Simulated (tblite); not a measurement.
Species: C₅H₁₀BrFGe.
Atom-mapped SMILES: `[CH3:1][C@@H:2]1[GeH2:3][CH2:4][C@@H:5]([F:6])[C@H:7]1[Br:8]` (hydrogens: H9, H10, H11 on C1; H12 on C2; H13, H14 on Ge3; H15, H16 on C4; H17 on C5; H18 on C7)

Computed with GFN2-xTB (tblite), gas phase: L-BFGS steps from a force-field or distance-geometry start until the largest atomic force falls under 0.01 eV/Å.

Step 24: E = -722.1810 eV
```
atom  x, y, z in Å  |  force x, y, z in eV/Å
C1      2.1299   -0.8417   -0.1507    0.109  -0.059  -0.058
C2      0.7240   -0.3523   -0.4567   -0.015  -0.229   0.091
Ge3     0.3125    1.6001   -0.3478   -0.002   0.050  -0.040
C4     -1.5840    1.2349    0.1319   -0.056  -0.063   0.036
C5     -1.6686   -0.2878    0.2034    0.010  -0.104  -0.033
F6     -2.0350   -0.7714   -1.0376    0.009   0.118  -0.057
C7     -0.2997   -0.8591    0.5433    0.019  -0.010   0.023
Br8    -0.4029   -2.8241    0.5984    0.032  -0.025   0.000
H9      2.2330   -1.9052   -0.3827   -0.106   0.072   0.094
H10     2.3703   -0.7018    0.9053    0.042   0.097  -0.125
H11     2.8545   -0.3128   -0.7686    0.018   0.067   0.108
H12     0.4355   -0.7193   -1.4457   -0.007   0.077  -0.072
H13     0.5478    2.4419   -1.5781   -0.031  -0.109   0.062
H14     0.9965    2.2787    0.8162    0.030  -0.048  -0.080
H15    -1.8436    1.6580    1.1000   -0.040   0.047   0.002
H16    -2.3123    1.5810   -0.6000    0.020   0.059   0.051
H17    -2.4373   -0.6527    0.8975   -0.009   0.078   0.000
H18    -0.0294   -0.5600    1.5603   -0.020  -0.018  -0.003
```

Step 25: E = -722.1867 eV
```
atom  x, y, z in Å  |  force x, y, z in eV/Å
C1      2.1292   -0.8392   -0.1445    0.131  -0.070  -0.024
C2      0.7245   -0.3521   -0.4565    0.029  -0.203   0.052
Ge3     0.3060    1.6004   -0.3530    0.091   0.067  -0.026
C4     -1.5829    1.2334    0.1372   -0.034  -0.009   0.037
C5     -1.6649   -0.2890    0.2048   -0.057  -0.058  -0.051
F6     -2.0385   -0.7641   -1.0361    0.000   0.086  -0.089
C7     -0.2985   -0.8699    0.5372   -0.003   0.100   0.015
Br8    -0.4066   -2.8295    0.5703    0.023  -0.080  -0.001
H9      2.2272   -1.9081   -0.3519   -0.100   0.071   0.065
H10     2.3705   -0.6805    0.9080    0.037   0.099  -0.092
H11     2.8609   -0.3266   -0.7671   -0.008   0.075   0.074
H12     0.4419   -0.7130   -1.4492   -0.008   0.049  -0.078
H13     0.5370    2.4347   -1.5906   -0.035  -0.119   0.078
H14     0.9931    2.2900    0.8052    0.023  -0.060  -0.100
H15    -1.8341    1.6581    1.1063   -0.046   0.030   0.032
H16    -2.3129    1.5901   -0.5880    0.005   0.007   0.047
H17    -2.4329   -0.6478    0.9004   -0.042   0.025   0.029
H18    -0.0277   -0.5805    1.5558   -0.006  -0.010   0.033
```

Task: Estimate the geometry and energy of step 26. (The exact step hangs on the optimiser's Hessian estimate; all steps are aligned on step 25, rigid shifts and turns removed.)

Result: E = -722.1920 eV, largest force 0.139 eV/Å
```
atom  x, y, z in Å  |  force x, y, z in eV/Å
C1      2.1305   -0.8378   -0.1368    0.096  -0.044   0.013
C2      0.7263   -0.3544   -0.4561    0.056  -0.095  -0.010
Ge3     0.3013    1.6018   -0.3594    0.132   0.012   0.002
C4     -1.5819    1.2320    0.1436    0.007   0.045   0.034
C5     -1.6624   -0.2906    0.2057   -0.097   0.012  -0.047
F6     -2.0434   -0.7553   -1.0359   -0.006   0.053  -0.101
C7     -0.2974   -0.8794    0.5304   -0.030   0.136   0.004
Br8    -0.4115   -2.8373    0.5362    0.013  -0.101   0.007
H9      2.2190   -1.9115   -0.3156   -0.064   0.048   0.031
H10     2.3712   -0.6545    0.9108    0.040   0.090  -0.047
H11     2.8679   -0.3413   -0.7650   -0.024   0.066   0.032
H12     0.4500   -0.7058   -1.4543   -0.004   0.014  -0.057
H13     0.5243    2.4258   -1.6036   -0.032  -0.108   0.064
H14     0.9896    2.3035    0.7906    0.031  -0.058  -0.098
H15    -1.8235    1.6580    1.1144   -0.045   0.005   0.052
H16    -2.3148    1.5992   -0.5733   -0.007  -0.038   0.039
H17    -2.4285   -0.6428    0.9049   -0.064  -0.030   0.034
H18    -0.0255   -0.6033    1.5517   -0.003  -0.006   0.048
```

The energy changes by -0.0053 eV. The first-order estimate −F·Δx gives -0.0073 eV and the mean of the old and new forces, exact on a quadratic surface, -0.0053 eV. The step makes an angle of 79° with the force vector and moves no atom by more than 0.037 Å.

What follows is the cost of the whole relaxation. Hardware: Arm Neoverse V1, one thread (shared host). Cost: 0.93 s.
